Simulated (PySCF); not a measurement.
Compound: Au(PF3)H (singlet state).
SMILES: `[H][Au]<-[P](F)(F)F`

Computed, not measured: PySCF, TDDFT CAM-B3LYP/def2-SVPD, vertical, gas phase, core orbitals frozen in the response, def2 core potentials past Kr. Isolated species at its PBE0-D3(BJ)/def2-SVP geometry, gas phase. Spin–orbit coupling is left out.

Computed states:

| state | E (eV) | f |
| --- | --- | --- |
| S1 | 5.11 | 0.073 |
| S2 | 5.12 | 0.073 |
| S3 | 6.01 | 0.0000 |
| S4 | 6.01 | 0.0001 |
| S5 | 6.25 | 0.033 |
| S6 | 6.25 | 0.034 |
| S7 | 6.70 | 0.0007 |
| S8 | 6.76 | 0.0023 |
| S9 | 6.77 | 0.0019 |

Broadening: Gaussians 0.25 eV wide at half height, area fixed by f = 4.319×10⁻⁹ ∫ε dν̃. The width is an assumption, not a result. The curve ends short of the highest state used, and states not computed would add to its high-energy end.

(1) Give the broadened spectrum and its maxima.

(2) On this curve, what absorbance would a 10⁻³ mol/L sample give at 248 nm over a 1 cm path?

(3) Coming from long wavelengths, where does ε first pass 100 L mol⁻¹ cm⁻¹?

Results:

(1) 
| λ (nm) | ε (L mol⁻¹ cm⁻¹) |
| --- | --- |
| 200.9 | 5395 |
| 203.5 | 2327 |
| 206.2 | 573 |
| 208.8 | 96 |
| 211.5 | 12 |
| 214.1 | 2 |
| 216.7 | 0 |
| 219.4 | 0 |
| 222.0 | 1 |
| 224.7 | 13 |
| 227.3 | 102 |
| 230.0 | 574 |
| 232.6 | 2106 |
| 235.3 | 5667 |
| 237.9 | 10632 |
| 240.6 | 14919 |
| 243.2 | 15560 |
| 245.9 | 12334 |
| 248.5 | 7687 |
| 251.2 | 3693 |
| 253.8 | 1465 |
| 256.5 | 454 |
| 259.1 | 121 |
| 261.7 | 27 |

Maxima: 242 nm (5.12 eV), ε about 16000, made up of S1 (50%) and S2 (50%) (ε in L mol⁻¹ cm⁻¹; maxima over ε = 5, shares over 10%). At its high-energy end, 6.17 eV, the curve is still rising (ε about 5300, from S5 and S6).

(2) 248 nm is 4.999 eV, where ε is about 8600 L mol⁻¹ cm⁻¹, so A = ε c l ≈ 8.6 (Beer–Lambert, with the gas-phase spectrum and the assumed width).

(3) At about 259 nm (4.78 eV), 0.33 eV below S1.

All these states lie below the vertical ionisation energy of 10.13 eV (ΔSCF).
